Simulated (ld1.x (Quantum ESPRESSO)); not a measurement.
## iodine (I): excitation energies, all-electron against TM

I, norm-conserving Troullier–Martins (Kleinman–Bylander form), made with ld1.x (Quantum ESPRESSO) 7.5 (PW91, scalar-relativistic). Core [Kr], reference 4d10 5s1.75 5p5.25. Waves: 5s (bound): rc 1.30 bohr; 5p (bound): rc 2.12 bohr; 4d (bound): rc 0.85 bohr. Local part: the d channel. Core correction: Bessel-smoothed model core, default radius (core density twice the valence density).

Energies are relative to the spin-unpolarised reference configuration 4d10 5s1.75 5p5.25; without spin polarisation the order of configurations can differ from experiment.

Question: Give the all-electron excitation energy and the error of the potential for: 4d10 5s2 5p5; 4d10 5s2 5p4; 4d10 5s2 5p3; 4d9 5s2 5p5; 4d10 5s2 5p2; 4d10 5s1 5p6; 4d10 5s2 5p5.3.

Answer:

```
valence configuration  charge  ΔE all-electron (eV)  error AE − PS (meV)
         4d10 5s2 5p5       0                -2.592                 -0.9
         4d10 5s2 5p4      +1                 8.593                 -4.4
         4d10 5s2 5p3      +2                28.508                 -5.8
          4d9 5s2 5p5      +1                55.710                 -279
         4d10 5s2 5p2      +3                57.925                 -3.9
         4d10 5s1 5p6       0                 7.848                 -9.5
       4d10 5s2 5p5.3    -0.3                -4.389                 +0.1
```

Note: ghost states, extra bound levels that the all-electron valence spectrum of the same l lacks: s at -185.7 eV, p at -107.1 eV. A true bound ghost makes a file unfit for plane-wave use.
